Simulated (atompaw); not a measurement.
**u(r) = r·R(r): atom against pseudo-atom (cobalt)**

Columns: radius, all-electron u(r) and pseudo u(r) of the 4p shell (level -4.37 eV) of cobalt in the configuration [Ar] 3d7 4s1.5 4p0; LDA (PW92), scalar-relativistic, PAW (atompaw) scheme, atompaw 4.2.0.5.

| r (bohr) | all-electron | pseudo |
| --- | --- | --- |
| 0.113 | 0.1220 | 0.0031 |
| 0.227 | 0.0611 | 0.0123 |
| 0.340 | -0.0756 | 0.0274 |
| 0.454 | -0.1753 | 0.0479 |
| 0.567 | -0.2122 | 0.0731 |
| 0.681 | -0.1984 | 0.1027 |
| 0.794 | -0.1521 | 0.1353 |
| 0.908 | -0.0876 | 0.1706 |
| 1.021 | -0.0161 | 0.2071 |
| 1.135 | 0.0573 | 0.2447 |
| 1.248 | 0.1274 | 0.2817 |
| 1.362 | 0.1934 | 0.3181 |
| 1.475 | 0.2532 | 0.3527 |
| 1.588 | 0.3068 | 0.3851 |
| 1.702 | 0.3546 | 0.4151 |
| 1.815 | 0.3960 | 0.4421 |
| 1.929 | 0.4320 | 0.4662 |
| 2.042 | 0.4623 | 0.4871 |
| 2.156 | 0.4878 | 0.5050 |
| 2.269 | 0.5084 | 0.5198 |
| 2.383 | 0.5250 | 0.5320 |
| 2.496 | 0.5376 | 0.5415 |
| 2.610 | 0.5468 | 0.5486 |
| 2.723 | 0.5527 | 0.5533 |
| 2.837 | 0.5558 | 0.5559 |
| 2.950 | 0.5563 | 0.5563 |

Task: How many radial nodes do the two functions have?

Result: The all-electron 4p function has n − l − 1 = 2; the pseudo-wave has 0, since the states of the same l below it are removed with the core.

Task: Is the pseudo-wave norm-conserving?

Result: No, it belongs to a PAW set: the norm inside the radius is not constrained, and the difference is carried by the augmentation charge.
